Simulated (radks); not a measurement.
Neutral thallium inside a hard spherical wall (all orbitals vanish at R), configuration held at [Hg] 6p1 and not refilled when levels cross. Method: scalar-relativistic Kohn-Sham, PBE, spin-polarised, spherical densities, finite nucleus; open shells are filled with parallel spins first (spin-orbit coupling, left out, can overturn this in heavy ions); Fermi nuclear charge, rms radius 5.4759 fm; computed with a radial shooting solver on a logarithmic mesh with Libxc functionals. Eigenvalues in eV for spin up, with the zero of energy where the potential of the charges vanishes at infinity; a dash marks a level that is unbound or too diffuse for the functional's potential to be trusted. A positive occupied level is held by the wall or, in an anion where self-interaction has pushed it up, behind a barrier. The pressure on the wall is -dE/dV.

| R (bohr) | E (hartree) | kinetic (hartree) | e(5p) | e(5d) | e(6s) | e(6p) | e(7s, empty) | e(6d, empty) | pressure (GPa) |
|---|---|---|---|---|---|---|---|---|---|
| free | -20240.6987 | 22782.941 | -76.059 | -15.485 | -9.732 | -2.615 | - | - | 0 |
| 20 | -20240.6987 | 22782.941 | -76.059 | -15.485 | -9.732 | -2.615 | -0.566 | 0.485 | < 0.0001 |
| 12 | -20240.6984 | 22782.943 | -76.024 | -15.451 | -9.703 | -2.586 | -0.126 | 1.309 | 0.00367 |
| 8 | -20240.6912 | 22782.983 | -75.659 | -15.094 | -9.418 | -2.192 | 2.363 | 3.593 | 0.231 |
| 5 | -20240.5621 | 22783.621 | -73.387 | -12.949 | -7.422 | 1.299 | 16.811 | 12.869 | 14.8 |
| 4 | -20240.2139 | 22785.239 | -70.025 | -9.857 | -3.674 | 7.284 | 36.848 | 24.687 | 98.4 |
| 3.5 | -20239.6905 | 22787.554 | -66.402 | -6.496 | 1.040 | 14.284 | 57.714 | 36.821 | 297 |
| 2.5 | -20234.8556 | 22807.179 | -47.229 | 13.075 | 34.614 | 59.674 | 170.77 | 102.25 | 4400 |
| 2 | -20223.2415 | 22850.645 | -19.998 | 44.883 | 99.193 | 139.31 | 340.15 | 200.48 | 24400 |
